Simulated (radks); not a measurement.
Task: Dy3+, configuration [Xe] 4f9. All-electron calculation, scalar-relativistic Kohn-Sham, PBE, spin-polarised, spherical densities, point nucleus; open shells are filled with parallel spins first (spin-orbit coupling, left out, can overturn this in heavy ions). Program: a radial shooting solver on a logarithmic mesh with Libxc functionals. Some entries of the table are withheld. Estimate them.

orbital,occ.,eigenvalue (hartree),<r> (bohr),<r^2> (bohr^2)
1s up,1,-1973.241,0.02111,0.0006092
1s down,1,-1973.241,0.02111,0.0006092
2s up,1,-329.5776,0.08977,0.009519
2s down,1,-329.5760,0.08977,0.009519
2p up,3,-292.5362,0.07946,0.007708
2p down,3,-292.5351,0.07945,0.007707
3s up,1,-74.33847,0.2346,0.06288
3s down,1,-74.26274,0.2344,0.06280
3p up,3,-62.96961,0.2335,0.06318
3p down,3,-62.89413,0.2333,0.06308
3d up,5,-48.35093,0.2122,0.05289
3d down,5,-48.29329,0.2120,0.05278
4s up,1,-15.73431,0.5294,0.3163
4s down,1,-15.56725,0.5295,0.3164
4p up,3,-11.98751,0.5608,0.3577
4p down,3,-11.82247,0.5610,0.3580
4d up,5,(1),0.6075,(2)
4d down,5,(3),0.6084,(4)
5s up,1,-2.91178,1.268,1.806
5s down,1,-2.83172,1.283,1.847
5p up,3,-1.99596,1.470,2.441
5p down,3,-1.93764,1.491,2.513
4f up,7,-1.33389,0.7963,(5)
4f down,2,-1.18848,0.8228,(6)

Result: 
(1) 4d up eigenvalue (hartree): -6.88629
(2) 4d up <r^2> (bohr^2): 0.4281
(3) 4d down eigenvalue (hartree): -6.72370
(4) 4d down <r^2> (bohr^2): 0.4296
(5) 4f up <r^2> (bohr^2): 0.8177
(6) 4f down <r^2> (bohr^2): 0.8870
